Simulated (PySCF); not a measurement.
**Static response to an electric field**

Compound: n-PeOMe, C6H14O.
Numbering: `[CH3:1][CH2:2][CH2:3][CH2:4][CH2:5][O:6][CH3:7]` (hydrogens: H8, H9, H10 on C1; H11, H12 on C2; H13, H14 on C3; H15, H16 on C4; H17, H18 on C5; H19, H20, H21 on C7)

Structure used (PBE0-D3(BJ)/def2-SVP), in Å, numbered top down from 1:
```xyz
21
C6H14O angstrom
C     -3.5603   -0.3403    0.2613
C     -2.3018    0.2672   -0.3363
C     -1.0196   -0.3829    0.1656
C      0.2410    0.2217   -0.4312
C      1.5100   -0.4330    0.0668
O      2.6107    0.1750   -0.5398
C      3.8310   -0.3581   -0.1406
H     -3.6353   -1.4145    0.0269
H     -3.5684   -0.2437    1.3590
H     -4.4695    0.1474   -0.1217
H     -2.3374    0.1910   -1.4373
H     -2.2686    1.3486   -0.1148
H     -0.9815   -0.3061    1.2679
H     -1.0513   -1.4656   -0.0559
H      0.2189    0.1423   -1.5314
H      0.2929    1.2999   -0.2030
H      1.5766   -0.3466    1.1734
H      1.4922   -1.5218   -0.1584
H      3.9181   -1.4355   -0.3891
H      4.6289    0.1848   -0.6669
H      3.9969   -0.2518    0.9509
```

Level: CAM-B3LYP/def2-SVPD (PySCF), static field, nuclei fixed, core orbitals frozen in the response. The polarisability tensor in these axes (au):

```
x   99.76 -0.60 -1.11
y   -0.60 73.05 -1.98
z   -1.11 -1.98 72.54
```

Question: Give the principal values, the mean and the anisotropy Δα = √{½[(α1 − α2)² + (α2 − α3)² + (α1 − α3)²]}.

Answer: Principal values 70.75, 74.78 and 99.81 au; mean 81.78 au = 12.12 Å³ = 13.48 × 10⁻⁴⁰ C²·m²/J; Δα = 27.28 au (33 % of the mean).

Question: What is the dipole moment, and where does it point?

Answer: (-0.05, -0.82, 0.74) D, 1.11 D in size, pointing from the negative to the positive side. Measured along this direction, the outermost atoms are H15 and H16 at the negative end and H9 and H8 at the positive end.

Question: What would n − 1 = 2πNα be for an ideal gas of these molecules at 500 K and 1 atm, electronic part alone?

Answer: N = p/kT = 1.4678 × 10¹⁹ cm⁻³, so n − 1 = 2π × N × 12.12 × 10⁻²⁴ cm³ = 1118 × 10⁻⁶ at long wavelengths.

Question: Find the Langevin capture rate constant for NH4+ (18.034 u) meeting this molecule (102.104 u), k = 2.342 × 10⁻⁹ cm³/s × √(α in Å³ / reduced mass in u).

Answer: The reduced mass is 15.33 u, so k = 2.08 × 10⁻⁹ cm³/s. The formula leaves out the permanent dipole, which adds to the capture rate.

Question: Give the eigenvalues of the traceless quadrupole moment Θ = ½Σq(3rr − r²1), origin at the centre of nuclear charge.

Answer: -5.48, 0.14, 5.34 D·Å. The values depend on the origin, since the dipole doesn't vanish. The electronic extent ⟨r²⟩ about the same centre is 1589 bohr², a root-mean-square distance of 2.77 Å for the 58 electrons.

Question: In a dilute gas of rigid molecules at 400 K, how does the orientational term μ²/3kT compare with the electronic polarisability?

Answer: In Gaussian units μ²/3kT = 7.38 Å³ against 12.12 Å³, a ratio of 0.61; the Debye molar polarisation (4π/3)N_A(α + μ²/3kT) is 49.2 cm³/mol, leaving out the vibrational part.

The structure is a single PBE0-D3(BJ)/def2-SVP conformer in the gas phase; no vibrational or solvent corrections.
